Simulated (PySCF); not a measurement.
**Two-component Hartree-Fock for Ce⁴²⁺ (cerium, charge +42)**

Start: [Ne] 3s2 3p4; 3p1/2 filled at m_j = -1/2, +1/2; 3p3/2 filled at m_j = +1/2, +3/2. Calculated with PySCF 2.14 in an uncontracted even-tempered set (18 s from 9.4 bohr⁻², ratio 2.4; 14 p from 12 bohr⁻², ratio 2.4; 4 d from 45 bohr⁻², ratio 2.6; 4 f from 68 bohr⁻², ratio 2.6): generalised Hartree-Fock with the X2C-1e Hamiltonian and a Gaussian nucleus; one run each with spin-orbit coupling (SO) switched off, then screened by Boettger's factors.

| spinor shell | electrons | ε, spin-free (eV) | ε, screened SO (eV) | weight of nominal j (screened SO) | rms radius, screened SO (bohr) |
| --- | --- | --- | --- | --- | --- |
| 1s1/2 | 2 | -43237.9 | -43229.4 | 1.000 | 0.0280 |
| 2s1/2 | 2 | -9098.9 | -9095.3 | 1.000 | 0.112 |
| 2p1/2 | 2 | -8418.3 | -8739.7 | 1.000 | 0.0962 |
| 3s1/2 | 2 | -3519.2 | -3517.8 | 1.000 | 0.271 |
| 3p1/2 | 2 | -3312.1 | -3385.7 | 0.997 | 0.260 |
| 3p3/2 | 2 | -3312.1 | -3277.0 | 0.998 | 0.269 |

**Question.** Where does 2p3/2 lie, and what is the 2p spin-orbit splitting (screened SO)?

**Answer.** At -8273.5 eV, 466.17 eV above 2p1/2.

| quantity | spin-free | screened SO |
| --- | --- | --- |
| E (hartree) | -7286.26613 | -7292.48673 |
| M_J | 2 | 2 |
| ⟨J²⟩ | 6.001 | 6.002 |
| ⟨L²⟩ | 2.000 | 3.173 |
| ⟨S²⟩ | 2.000 | 1.433 |

Each row is a mean over spinors that exchange with the open shell spreads, by up to 29.836 eV (3s1/2).

Breit and QED terms are absent; they matter most for the inner s and p1/2 levels.

Densities and radii are taken from the X2C orbitals without a picture-change correction, which distorts them close to the nucleus.

Without spin-orbit coupling the j labels of p, d and f shells carry no meaning; the spin-free column gives the mean over the occupied spinors of each nl shell.
